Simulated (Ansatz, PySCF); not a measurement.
This singlet lies 2.33 eV below the relaxed triplet at the level frozen-core CCSD(T)/cc-pVTZ // PBE0-D3(BJ)/def2-TZVP (Ansatz, an electronic-structure program).

Cartesian coordinates (Å):
SMILES: [NH2][Ge][SH]
```xyz
6

N     -1.2445    -0.0996     0.0664
Ge     0.2187     0.6266     0.8635
S      1.6937    -0.2277    -0.6126
H     -2.1655     0.0543     0.4432
H     -1.2553    -0.6763    -0.7604
H      2.7528     0.3227    -0.0001
```
Charge 0, multiplicity 1.

Q: Predict the dipole moment, LUMO and HOMO from PBE0-D3(BJ)/def2-TZVP in PySCF.

A: 
```json
{
  "dipole_moment": "1.52 D",
  "LUMO": "-1.47 eV",
  "HOMO": "-6.94 eV"
}
```
